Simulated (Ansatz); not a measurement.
Single points on Ti₂S₂.

```yaml
crystal:
  periodic: [false, false, false]
  atoms:
    - {symbol: Ti, position_ang: [-1.171091, -0.056145, 0.052176]}
    - {symbol: Ti, position_ang: [0.858852, 0.571068, -0.559986]}
    - {symbol: S, position_ang: [0.152871, 1.023840, 1.555150]}
    - {symbol: S, position_ang: [0.159368, -1.538763, -1.047340]}
basis:
  gaussian: {orbitals: def2-TZVP, initial_orbitals: start.molden}
hamiltonian: {xc: pbe}
correlation: {method: rpa}
scf: {omitted_lower_state_checks: [starts]}
```

The file start.molden holds the orbitals of an earlier run on this structure, at another level or in another basis.

```sh
$ ansatz run in.yaml --threads 4 --pin off --events-out ev --progress --plain --max-ram 4787MiB
```

It prints (some lines left out):

```
Functional definition: PBE
1244 factors; integrals over basis functions are off by at most 6.1e-4 eV
mean field evaluation 1: about -67883.3803 eV, gradient 1.4e1 eV
mean field evaluation 2: about -67883.6134 eV, gradient 3.9e-1 eV
mean field evaluation 4: about -67883.6136 eV, gradient 7.9e-3 eV
mean field evaluation 8: about -67883.6136 eV, gradient 2.4e-6 eV
mean field -67883.61360271 eV, -2494.6767867336 hartree, gradient 2.5e-6 eV, S^2 0.000000; 0 other end points of the search recorded, 0 dependent functions left out
20 core orbitals not correlated: weight in the atoms' cores, before any rotation towards them, 1.000 or more for the frozen orbitals, at most 0.000 for the correlated occupied ones
reference -67804.02303190 eV, -2491.7518872049 hartree; 18, 18 occupied and 126, 126 virtual orbitals, 1244 factors
Total energy: -67851.55910696 eV, -2493.4988057421 hartree
Checks for a lower state left out: starts
```

It took 4.7 s on 4 threads of Arm Neoverse V1 on a shared host.

As the first input, with `gaussian: {orbitals: def2-TZVPD, initial_orbitals: start.molden}`, `hamiltonian: {xc: pbe, dispersion: d4}`, `output: {orbitals: {seedname: orbitals}}` and without the key `correlation` (abridged; 3.4 s):

```
Functional definition: PBE
mean field -67883.66016521 eV, -2494.6784978739 hartree, gradient 3.0e-5 eV, S^2 0.000000
Total energy: -67883.85302491 eV, -2494.6855853373 hartree
Checks for a lower state left out: starts
```

As the first input, with `correlation: {method: mp2}`, `output: {orbitals: {seedname: orbitals}}` and without the key `hamiltonian` (abridged; 17 s):

```
Functional definition: HF
mean field evaluation 16: about -67808.4492 eV, gradient 4.2e-1 eV
mean field -67808.46231724 eV, -2491.9150279320 hartree, gradient 1.8e-6 eV, S^2 0.000000; unrestricted orbitals would lower it
mean field evaluation 32: about -67809.5221 eV, gradient 5.4e0 eV
unrestricted determinant -67810.11837688 eV, -2491.9758870014 hartree, S^2 1.7142
20 core orbitals not correlated: weight in the atoms' cores, before any rotation towards them, 1.000 or more for the frozen orbitals, at most 0.000 for the correlated occupied ones
second order -27.87973649 eV of doubles, -0.00000000 eV of singles
Total energy: -67836.34205373 eV, -2492.9395893504 hartree
Checks for a lower state left out: starts
```

As the first input, with `gaussian: {orbitals: def2-SVP, initial_orbitals: start.molden}`, `hamiltonian: {xc: {name: LC-wPBE, parameters: {omega: 0.1/bohr}}}`, `output: {orbitals: {seedname: orbitals}}` and without the key `correlation` (abridged; 2.7 s):

```
Functional definition: LC-wPBE
mean field -67873.07605212 eV, -2494.2895388920 hartree, gradient 1.7e-5 eV, S^2 0.000000
Total energy: -67873.07605225 eV, -2494.2895388968 hartree
Checks for a lower state left out: starts
```

The first input with `gaussian: {orbitals: def2-SVP, initial_orbitals: start.molden}`, `hamiltonian: {xc: {name: LC-wPBE, parameters: {omega: 0.15/bohr}}}`, `output: {orbitals: {seedname: orbitals}}` and without the key `correlation` (abridged; 2.1 s):

```
Functional definition: LC-wPBE
mean field -67873.07180866 eV, -2494.2893829479 hartree, gradient 2.1e-5 eV, S^2 0.000000
Total energy: -67873.07180872 eV, -2494.2893829499 hartree
Checks for a lower state left out: starts
```

As the first input, with `hamiltonian: {xc: r2scan, dispersion: d4}`, `output: {forces: true, orbitals: {seedname: orbitals}}` and without the key `correlation` (abridged; 7 s):

```
Functional definition: r2SCAN
mean field -67901.18946895 eV, -2495.3226879047 hartree, gradient 1.6e-5 eV, S^2 0.000000
Total energy: -67901.22537464 eV, -2495.3240074143 hartree
Atom 0 force     0.014885    -0.034474     0.035909 eV/Å
Atom 1 force     0.026009    -0.032965     0.030599 eV/Å
Atom 2 force    -0.021147     0.008483    -0.058413 eV/Å
Atom 3 force    -0.019747     0.058956    -0.008095 eV/Å
Dipole moment:    -0.260454     0.429523    -0.423590 e Å
Checks for a lower state left out: starts
```

First input, but with `gaussian: {orbitals: def2-TZVPP, initial_orbitals: start.molden}`, `correlation: {method: ccsd_t}`, `output: {orbitals: {seedname: orbitals}}` and without the key `hamiltonian` (abridged; 4.3 min):

```
Functional definition: HF
mean field evaluation 16: about -67808.6175 eV, gradient 5.6e-1 eV
mean field evaluation 32: about -67801.0057 eV, gradient 2.0e1 eV
mean field evaluation 64: about -67805.6651 eV, gradient 1.2e1 eV
mean field evaluation 96: about -67805.6085 eV, gradient 1.1e0 eV
mean field evaluation 128: about -67805.4768 eV, gradient 1.0e0 eV
mean field -67808.62028689 eV, -2491.9208332094 hartree, gradient 2.0e-6 eV, S^2 0.000000; unrestricted orbitals would lower it
mean field evaluation 160: about -67810.2274 eV, gradient 3.1e0 eV
mean field evaluation 192: about -67807.5587 eV, gradient 2.4e-2 eV
mean field evaluation 224: about -67807.5588 eV, gradient 1.4e-6 eV
mean field evaluation 256: about -67811.2446 eV, gradient 9.9e-1 eV
determinant -67808.62028689 eV, -2491.9208332094 hartree, with singles and doubles -67841.02671681 eV, -2493.1117475434 hartree
determinant -67807.55876738 eV, -2491.8818230871 hartree, with singles and doubles -67841.38642569 eV, -2493.1249666008 hartree
determinant -67808.62028689 eV, -2491.9208332094 hartree, with singles and doubles -67841.51690112 eV, -2493.1297614846 hartree
determinant -67807.55876738 eV, -2491.8818230871 hartree, with singles and doubles -67841.32234973 eV, -2493.1226118527 hartree
unrestricted determinant -67811.27783612 eV, -2492.0184963424 hartree, S^2 1.8231
20 core orbitals not correlated: weight in the atoms' cores, before any rotation towards them, 1.000 or more for the frozen orbitals, at most 0.000 for the correlated occupied ones
second order -36.70650930 eV of doubles, -0.00000000 eV of singles
cycle   1  -33.76359083 eV  change   -8.5e-6 eV  update   5.5e-6
perturbative correction -2.96617137 eV, -0.1090047875 hartree
WARN: the results are in doubt because among natural orbitals full CI differs from the method by -0.146 eV
Total energy: -67844.28852958 eV, -2493.2316169518 hartree
In doubt: among natural orbitals full CI differs from the method by -0.146 eV
Checks for a lower state left out: starts
```

Geometry: PBE-D4/def2-SVP.

Correlated methods freeze 20 core orbitals; core or outer-core shells of Ti are correlated, in sets that lack core-valence functions. The restricted singlet is unstable towards broken spin symmetry at other levels; at RPA@PBE/def2-TZVP, PBE-D4/def2-TZVPD, LC-ωPBE (ω = 0.10 bohr⁻¹)/def2-SVP, LC-ωPBE (ω = 0.15 bohr⁻¹)/def2-SVP and others this wasn't settled. At MP2/def2-TZVP, r2SCAN-D4/def2-TZVP the restricted singlet (for correlated methods, its reference) is unstable: a solution with broken spin symmetry lies lower. At CCSD(T)/def2-TZVPP the program marks the result for the charge 0 singlet as doubtful (large difference). At CCSD(T)/def2-TZVPP T1 of the charge 0 singlet is large (up to 0.051), so the single-reference result is doubtful. At CCSD(T)/def2-TZVPP the stability test found the charge 0 singlet unstable. The geometry of the singlet was relaxed on an unsound state (restricted singlet, unstable towards broken spin symmetry at other levels and untested here). The order of the spin states hangs on the level: the quintet lies 0.14 eV below the singlet at PBE0-D4/def2-TZVP, but 0.58 eV above it at LC-ωPBE (ω = 0.10 bohr⁻¹)/def2-SVP. The singlet is doubtful at PBE0-D4/def2-TZVP (restricted singlet, unstable towards broken spin symmetry). The singlet is doubtful at LC-ωPBE (ω = 0.10 bohr⁻¹)/def2-SVP (restricted singlet, unstable towards broken spin symmetry at other levels and untested here). The structure comes from a short search, and lower isomers may exist.
